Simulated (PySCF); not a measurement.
Compound: SiMe2(NHEt)2, C6H18N2Si.
SMILES: `CCN[Si](C)(C)NCC`

The closed-shell ground state was solved at several levels (PySCF, density fitting, gas phase, non-relativistic). Isolated species at its PBE0-D3(BJ)/def2-SVP geometry (one conformer only).

```
         level  basis functions  total energy (Eh)  HOMO (eV)  LUMO (eV)  gap (eV)  dipole (D)
PBE0/def2-SVPD              328          -637.6862      -6.24       0.49      6.73        0.47
 PBE0/pcSseg-1              250          -637.9485      -6.20       1.08      7.28        0.51
```

Q: Estimate the row for wB97X-D/pcSseg-1, a basis of 250 functions; the other rows only guide the guess.

A: Total energy -638.3812 Eh, HOMO -8.07 eV, LUMO 2.88 eV, gap 10.95 eV, dipole 0.54 D.

Q: Over all these levels, which gives the widest orbital gap and which the narrowest?

A: wB97X-D/pcSseg-1 (range-separated hybrid) has the widest, 10.95 eV, and PBE0/def2-SVPD (global hybrid, 25 % exact exchange) the narrowest, 6.73 eV. Functional and basis both differ between the two, so the spread mixes both effects.

Q: How far do the dipole and the HOMO energy spread over the levels?

A: The dipole runs from 0.47 to 0.54 D (mean 0.51 D) and the HOMO from -8.07 to -6.20 eV.

The pairwise dispersion term of wB97X-D wasn't added to the energies; at a given geometry it leaves orbitals and properties as they are.
